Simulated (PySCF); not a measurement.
Unknown compound

An unknown has the formula C3H5FO2Si. Its calculated NMR data are:

¹H NMR (500 MHz, computed): δ 8.17 (m, 1H), 5.36 (m, 1H), 5.06 (m, 1H), 5.05 (m, 2H).

¹³C{¹H} NMR (computed): δ 181.4 (C), 146.7 (CH), 104.1 (CH2).

All values are calculated (PySCF 2.14): geometry: GFN2-xTB, σ from GIAO-PBE0/pcSseg-1. Single conformer, no relativistic terms, equivalent nuclei averaged, gas phase.

Scale: ¹H and ¹³C against TMS (reference shieldings calculated alike).

Q: Propose a structure and justify it.

A: 
The formula gives 2 degrees of unsaturation (no ring in the answer). 3 carbon signals for 3 carbons: no two carbons are equivalent. Carbon types of the structure: 1 × C, 1 × CH, 1 × CH2, leaving 2 H on heteroatoms. δC 181.4: carbonyl carbon. δC 146.7: alkene carbon bearing oxygen; an sp2 carbon further deshielded by the attached heteroatom. δC 104.1: β carbon of an enol-ether or enamine type C=C; the O or N lone pair pushes π density onto this β carbon and shields it. δH 8.17: hydrogen on an alkene carbon bearing oxygen. δH 5.36, 5.06: hydrogen on a β carbon of an enol-ether or enamine type C=C. δH 5.05: hydrogen on a silicon bonded to C, F.

These data were computed for `C=COC(=O)[SiH2]F`.

The data come from this structure; uniqueness wasn't tested.

Splittings by ¹⁹F in the carbon and heteronuclear signals aren't shown, as no couplings were computed. Shifts are as computed. Against solution values, carbons near 30 ppm lie about +3 ppm off and those near 130 ppm about +5 ppm. Of 1211 compounds with measured shifts, 218 miss one by over three times the rms of a fit or turn the order of signals round; such compounds aren't used in these exercises. Multiplicities follow the n + 1 count of equivalent neighbours, as no J values were calculated; m marks all less simple cases, F and P coupling included.
